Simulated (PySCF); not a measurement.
# NbS₂⁻, triplet: molecular constants

Method: PySCF, UPBE0, basis Nb def2-TZVPD with ECP28, S def2-TZVPD (scalar-relativistic core potentials, no spin–orbit coupling, density fitting).

The structure is a minimum.

Z-matrix (Å, degrees; charge -1 multiplicity 3):
```
Nb
S  1 2.2016
S  1 2.2016 2 121.53
```

```json
{
 "Point group": "C2v",
 "Bond lengths": "Nb–S 2.202 Å (×2)",
 "Bond angles": "S–Nb–S 121.5°",
 "Spin squared ⟨S²⟩": "2.033",
 "Enthalpy at 298.15 K above 0 K": "12.90 kJ/mol",
 "Dipole moment about the centre of mass": "3.57 D",
 "Zero-point energy": "6.7 kJ/mol",
 "Rotational constants": "0.3849, 0.07143, 0.06025 cm⁻¹",
 "Rotational symmetry number": "2",
 "Principal quadrupole moments (Buckingham, traceless) about the centre of mass": "-19.69, 9.05, 10.63 D Å",
 "Lowest empty level (α)": "1.53 eV",
 "Heat capacity Cp at 298.15 K": "51.8 J/(mol K)",
 "Principal polarisabilities": "135.6, 142.4, 163.4 bohr³",
 "Entropy at 298.15 K and 1 bar (electronic part: spin only)": "303.8 J/(mol K)",
 "Highest occupied level (α)": "-1.03 eV"
}
```

Harmonic modes (masses in u: Nb 92.906, S 31.972):
```
symmetry  ω (cm⁻¹)  IR (km/mol)  μ (u)
      a1       126          1.2  37.86
      a1       492         34.5  36.00
      b2       502          220  41.28
```

In C2v the vibrations span 2a1 + b2. Here b1 is antisymmetric to the molecular plane and b2 lies in it.

Charges (e); Mulliken and Löwdin values are unreliable with diffuse functions:
```csv
atom,Mulliken,Löwdin,polar tensor,spin (Mulliken),Mayer order to Nb1
Nb1,0.45,-0.05,0.87,2.42,–
"S2,3",-0.72,-0.47,-0.94,-0.21,1.76
```

Mulliken populations on Nb1 (electrons outside its core potential): s 2.79, p 6.32, d 3.41, f 0.03.

Formally Nb is in oxidation state +3, d2, with 2 unpaired electrons (the high-spin count). The Mulliken spin on Nb is 2.42. The polar-tensor charge on Nb, 0.87, is far below the formal one.

This need not be the most stable arrangement of these atoms. Open d and f shells are described by one determinant, and the ground state may have another occupation or spin. The lowest empty level of this anion is unbound, so it and the gap depend on the basis.

The final relaxation and frequency run took about 7 core-minutes on a shared host.
